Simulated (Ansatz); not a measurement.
Ansatz (a program for electronic structure) input (HF/STO-3G):

Ansatz 0.2 input:
```yaml
crystal:
  periodic: [false, false, false]
  atoms:
    - {symbol: N, position_ang: [-0.43055200, -1.45654900, -0.79288500]}
    - {symbol: Si, position_ang: [-0.16695400, -0.07589100, 0.08733400]}
    - {symbol: O, position_ang: [0.56266000, -0.15630600, 1.51652200]}
    - {symbol: O, position_ang: [-1.35146400, 0.95739900, -0.18406800]}
    - {symbol: O, position_ang: [1.31149800, 0.74531000, -0.64403700]}
    - {symbol: H, position_ang: [-1.24373200, -1.56423300, -1.38096200]}
    - {symbol: H, position_ang: [0.08669200, -2.31346800, -0.67376800]}
    - {symbol: H, position_ang: [0.18891800, -0.56155600, 2.30499400]}
    - {symbol: H, position_ang: [-1.48846100, 1.79472700, 0.26808100]}
    - {symbol: H, position_ang: [1.51097200, 0.69193600, -1.59200700]}
    - {symbol: H, position_ang: [2.11529300, 0.83969400, -0.10614300]}
basis:
  gaussian:
    orbitals: STO-3G
hamiltonian:
  xc: {name: HF}
total_charge: 1
relax: {f_tol: 0.003, max_steps: 120}
```

From the output:

```
relax step   8: F+E_penalty+E_count = -15355.11745196 eV  Δ(F+E_penalty+E_count) = -3.132e-4 eV  max|allowed force component| = 5.986e-2 eV/Å  Δτ_max = 0.0269 Å  (23 SCF iters, accepted)
these checks for a lower state are left out or cut short: starts, cluster_reference, orbital_swaps, neighbouring_geometries, increment
integrals: 0.00 GiB planned
502 factors; integrals over basis functions are off by at most 1.8e-5 eV
mean field: 0.07 GiB planned
mean field evaluation 64: about -15354.9919 eV, gradient 2.6e-3 eV
mean field -15355.11762724 eV, -564.2901647284 hartree, gradient 1.7e-5 eV, S^2 0.000000; 0 other end points of the search recorded, 0 dependent functions left out
the calculation of the forces begins
reference -15355.11762724 eV, -564.2901647284 hartree; 25, 25 occupied and 10, 10 virtual orbitals, 502 factors
relax step   9: F+E_penalty+E_count = -15355.11762724 eV  Δ(F+E_penalty+E_count) = -1.753e-4 eV  max|allowed force component| = 5.926e-2 eV/Å  Δτ_max = 0.0121 Å  (24 SCF iters, accepted)
these checks for a lower state are left out or cut short: starts, cluster_reference, orbital_swaps, neighbouring_geometries, increment
integrals: 0.00 GiB planned
502 factors; integrals over basis functions are off by at most 1.8e-5 eV
mean field: 0.07 GiB planned
mean field -15355.11768449 eV, -564.2901668326 hartree, gradient 1.7e-5 eV, S^2 0.000000; 0 other end points of the search recorded, 0 dependent functions left out
the calculation of the forces begins
reference -15355.11768449 eV, -564.2901668326 hartree; 25, 25 occupied and 10, 10 virtual orbitals, 502 factors
relax step  10: F+E_penalty+E_count = -15355.11768449 eV  Δ(F+E_penalty+E_count) = -5.726e-5 eV  max|allowed force component| = 4.094e-2 eV/Å  Δτ_max = 0.0273 Å  (23 SCF iters, accepted)
these checks for a lower state are left out or cut short: starts, cluster_reference, orbital_swaps, neighbouring_geometries, increment
integrals: 0.00 GiB planned
502 factors; integrals over basis functions are off by at most 1.8e-5 eV
mean field: 0.07 GiB planned
mean field -15355.11786362 eV, -564.2901734152 hartree, gradient 1.7e-5 eV, S^2 0.000000; 0 other end points of the search recorded, 0 dependent functions left out
the calculation of the forces begins
reference -15355.11786362 eV, -564.2901734152 hartree; 25, 25 occupied and 10, 10 virtual orbitals, 502 factors
relax step  11: F+E_penalty+E_count = -15355.11786362 eV  Δ(F+E_penalty+E_count) = -1.791e-4 eV  max|allowed force component| = 1.261e-2 eV/Å  Δτ_max = 0.0115 Å  (24 SCF iters, accepted)
these checks for a lower state are left out or cut short: starts, cluster_reference, orbital_swaps, neighbouring_geometries, increment
integrals: 0.00 GiB planned
502 factors; integrals over basis functions are off by at most 1.8e-5 eV
mean field: 0.07 GiB planned
mean field -15355.11788942 eV, -564.2901743633 hartree, gradient 1.7e-5 eV, S^2 0.000000; 0 other end points of the search recorded, 0 dependent functions left out
the calculation of the forces begins
reference -15355.11788942 eV, -564.2901743633 hartree; 25, 25 occupied and 10, 10 virtual orbitals, 502 factors
relax step  12: F+E_penalty+E_count = -15355.11788942 eV  Δ(F+E_penalty+E_count) = -2.580e-5 eV  max|allowed force component| = 6.068e-3 eV/Å  Δτ_max = 0.0097 Å  (24 SCF iters, accepted)
these checks for a lower state are left out or cut short: starts, cluster_reference, orbital_swaps, neighbouring_geometries, increment
integrals: 0.00 GiB planned
502 factors; integrals over basis functions are off by at most 1.8e-5 eV
mean field: 0.07 GiB planned
mean field evaluation 96: about -15355.1179 eV, gradient 1.7e-5 eV
mean field -15355.11789756 eV, -564.2901746627 hartree, gradient 1.7e-5 eV, S^2 0.000000; 0 other end points of the search recorded, 0 dependent functions left out
the calculation of the forces begins
reference -15355.11789756 eV, -564.2901746627 hartree; 25, 25 occupied and 10, 10 virtual orbitals, 502 factors
relax step  13: F+E_penalty+E_count = -15355.11789756 eV  Δ(F+E_penalty+E_count) = -8.148e-6 eV  max|allowed force component| = 3.281e-3 eV/Å  Δτ_max = 0.0082 Å  (25 SCF iters, accepted)
these checks for a lower state are left out or cut short: starts, cluster_reference, orbital_swaps, neighbouring_geometries, increment
integrals: 0.00 GiB planned
502 factors; integrals over basis functions are off by at most 1.8e-5 eV
mean field: 0.07 GiB planned
mean field -15355.11789867 eV, -564.2901747035 hartree, gradient 1.7e-5 eV, S^2 0.000000; 0 other end points of the search recorded, 0 dependent functions left out
the calculation of the forces begins
reference -15355.11789867 eV, -564.2901747035 hartree; 25, 25 occupied and 10, 10 virtual orbitals, 502 factors
relax step  14: F+E_penalty+E_count = -15355.11789867 eV  Δ(F+E_penalty+E_count) = -1.110e-6 eV  max|allowed force component| = 1.104e-3 eV/Å  Δτ_max = 0.0011 Å  (25 SCF iters, accepted)
integrals: 0.00 GiB planned
502 factors; integrals over basis functions are off by at most 1.8e-5 eV
mean field: 0.07 GiB planned
mean field -15355.11789867 eV, -564.2901747035 hartree, gradient 1.7e-5 eV, S^2 0.000000; 1 other end points of the search recorded, 0 dependent functions left out
the calculation of the forces begins
reference -15355.11789867 eV, -564.2901747035 hartree; 25, 25 occupied and 10, 10 virtual orbitals, 502 factors
Total energy: -15355.11789867 eV, -564.2901747035 hartree
Atom 0 at    -0.397824    -1.463228    -0.775709 Å, force    -0.000642     0.000622     0.000113 eV/Å
Atom 1 at    -0.165387    -0.062529     0.078144 Å, force    -0.000201     0.000082    -0.000749 eV/Å
Atom 2 at     0.547813    -0.081592     1.548388 Å, force    -0.000118    -0.000232    -0.000191 eV/Å
Atom 3 at    -1.330668     1.023724    -0.252625 Å, force    -0.000322     0.000397     0.000601 eV/Å
Atom 4 at     1.284326     0.682650    -0.664562 Å, force     0.000851     0.000799     0.000512 eV/Å
Atom 5 at    -1.192099    -1.590726    -1.391395 Å, force     0.000515    -0.000551     0.000381 eV/Å
Atom 6 at     0.076627    -2.334709    -0.573826 Å, force    -0.000349     0.000498     0.000144 eV/Å
Atom 7 at     0.085227    -0.643156     2.203067 Å, force    -0.000074    -0.000304     0.000554 eV/Å
Atom 8 at    -1.376641     1.749521     0.404685 Å, force     0.000436    -0.001104    -0.000548 eV/Å
Atom 9 at     1.471075     0.737672    -1.623251 Å, force     0.000231    -0.000040    -0.000818 eV/Å
Atom 10 at     2.092421     0.883436    -0.149856 Å, force    -0.000329    -0.000166    -0.000000 eV/Å
Dipole moment:     0.635111     0.065624    -0.153580 e Å
```

The dipole moment of an ion depends on the origin.

The geometry given is a B3LYP-D3(BJ)/def2-TZVP minimum.
